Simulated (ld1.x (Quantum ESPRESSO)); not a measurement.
## Ranking TM potentials for molybdenum (Mo)

All share these settings but for the change named:

Mo (Z = 42), norm-conserving Troullier–Martins (Kleinman–Bylander form), made with ld1.x (Quantum ESPRESSO) 7.5 (PBE, scalar-relativistic). Core [Ar] 3d10, reference 4s2 4p6 4d3 5s0 5p0 (charge +3). Waves: 4s (bound): rc 1.40 bohr; 4d (bound): rc 2.40 bohr; 4p (bound): rc 1.85 bohr. Local part: the p channel. Core correction: a·sin(br)/r model core, default radius (core density twice the valence density).

Test errors are all-electron minus pseudo excitation energies from the reference, over 4s2 4p6 4d5 5s1 5p0; 4s2 4p6 4d5 5s0 5p0; 4s2 4p6 4d4 5s0 5p0; 4s2 4p6 4d4 5s1 5p1; 4s2 4p6 4d5 5s0 5p1; 4s2 4p6 4d4 5s1 5p0; 4s2 4p6 4d5 5s0.5 5p0. None of these files shows a bound ghost.

The base gives 329.4 meV.

Of 6 variants that were run, those that failed, showed a ghost or another fault, or gave nearly equal values are left out.

A variant can come out equal or close to the base, since the largest error may sit in a test that the change hardly touches while other tests move.

**Question.** Rank these variants by their largest absolute test error, smallest first.
A. wave 4s (bound): rc 1.40 bohr becomes 4s (bound): rc 1.90 bohr
B. wave 4s (bound): rc 1.40 bohr becomes 4s (bound): rc 2.10 bohr
C. wave 4s (bound): rc 1.40 bohr becomes 4s (bound): rc 1.64 bohr
D. wave 4s (bound): rc 1.40 bohr becomes 4s (bound): rc 1.42 bohr
E. wave 4s (bound): rc 1.40 bohr becomes 4s (bound): rc 0.96 bohr

**Answer.** E (269.5 meV), D (348.5 meV), C (514.4 meV), A (976.2 meV), B (1417.3 meV).
